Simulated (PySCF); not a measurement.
## Working out the ionisation energy of Mn

Mn [Ar] 3d5 4s2 (6S) → Mn⁺ [Ar] 3d5 4s1 (7S). All numbers are calculated (PySCF 2.14, no relativity, point nucleus, in aug-cc-pVTZ (8s7p5d3f2g, 93 functions)). Frozen: [Ar]. Energies in hartree (1 hartree = 27.21139 eV):

```json
{"part": "UHF", "Mn (lower)": "-1149.868681", "Mn⁺ (upper)": "-1149.649170"}
{"part": "CCSD correlation", "Mn (lower)": "-0.136458", "Mn⁺ (upper)": "-0.091956"}
{"part": "(T)", "Mn (lower)": "-0.004503", "Mn⁺ (upper)": "-0.001449"}
```

Q: What does Hartree-Fock give?

A: (-1149.649170) − (-1149.868681) = 0.219511 hartree = 5.973 eV.

Q: What do CCSD and CCSD(T) give?

A: The CCSD correlation energies differ by 0.044502 hartree = 1.211 eV and the triples by 0.003054 hartree = 0.083 eV, so CCSD gives 7.184 eV and CCSD(T) 7.267 eV.

Measured between the centres of the two terms (NIST): 7.434 eV, so CCSD(T) (valence) is off by -0.167 eV.

The calculation is non-relativistic.

What remains against the reference includes basis incompleteness, the frozen core and higher excitations.
